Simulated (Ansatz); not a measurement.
Reaction (hydrogenolysis of a C–Si bond): `O[SiH](F)CS` + H₂ → CH₃SH + `O[SiH2]F`

Isolated molecules relaxed with PBE0-D4/def2-TZVP in Ansatz; ΔE leaves out vibrations. CCSD(T)/CBS adds triple-zeta CCSD(T) − MP2 to the extrapolated MP2 energy (def2 sets, frozen cores). This one scheme is used for every species. DFT in def2-TZVPP. One conformer a species, not always the lowest.

| level | ΔE (kJ/mol) |
| --- | --- |
| ωB97X-V | -16.6 |
| CCSD(T)/def2-TZVPP | -16.5 |
| HF/def2-QZVPP | -47.1 |
| MP2/CBS(def2) | -9.4 |

Q: What does CCSD(T)/CBS give? (Best estimate.)

A: Ansatz gave: -13.8 kJ/mol. The listed levels differ from it by -2.8, -2.7, -33.3, 4.4 kJ/mol.

Largest T1 diagnostic among the species: 0.011.

In def2-TZVPP, CCSD(T) changes the Hartree–Fock value by +30.0 kJ/mol (the triples alone add +5.9 kJ/mol) and MP2 by +34.4 kJ/mol. The D4 term adds +14.6 kJ/mol with B3LYP and +8.0 kJ/mol with PBE0; it sums over pairs of atoms, weighted by their polarisabilities, and B3LYP, whose exchange is more repulsive, gets the larger term. From PBE to PBE0 (25 % exact exchange), in def2-TZVPP and without D4, ΔE moves by −3.5 kJ/mol.

B3LYP here is the variant with VWN-RPA as its local correlation; programs differ in this.
